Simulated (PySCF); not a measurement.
CH₄N₂OSi.
SMILES: `N#C[Si@H](N)O`

Method: MP2 and CCSD/aug-cc-pVDZ in PySCF, restricted Hartree–Fock reference, frozen core, non-relativistic, gas phase, PBE0-D3(BJ)/def2-SVP geometry.

E(HF) = -513.00637 Eh.

Task: How large is the problem?

Result: 155 basis functions and 46 electrons; 9 orbitals frozen, which leaves o = 14 correlated occupied and v = 132 virtual orbitals. That is o·v = 1848 singles and o·v(o·v + 1)/2 = 1708476 distinct closed-shell doubles amplitudes before symmetry; the costliest CCSD step grows as o²v⁴ = 6.0 × 10^10.

Task: What are the MP2 and CCSD correlation energies?

Result: MP2 -0.7712 Eh and CCSD -0.7976 Eh, which gives totals of -513.77761 and -513.80393 Eh. That is 0.775 eV for each correlated electron at CCSD (2094 kJ/mol in all, 0.155 % of the total energy); MP2 gives 96.7 % of the CCSD value.

Task: What is the T1 diagnostic?

Result: 0.0137, below the customary warning level of 0.02. It is the norm of the spatial-orbital singles amplitudes over the root of the number of correlated electrons, so the norm is 0.072.

Task: How does correlation change the dipole moment?

Result: HF gives 4.13 D and CCSD (unrelaxed density) 3.92 D, a change of -0.21 D.

Connected triples and the basis-set limit are missing.

The job also held the EOM ionisation roots. On one thread, Arm Neoverse V2 (aarch64), shared host with 96 logical CPUs at a one-minute load of 33, this took 4.3 min of wall time and 2.9 GiB of memory at its peak.

Shape of the structure used: `[N:1]#[C:2][Si@H:3]([NH2:4])[OH:5]`: H–N4–Si3–C2 -29°, H–N4–Si3–C2 166°, H–O5–Si3–C2 56°.

One conformer stands for the species.
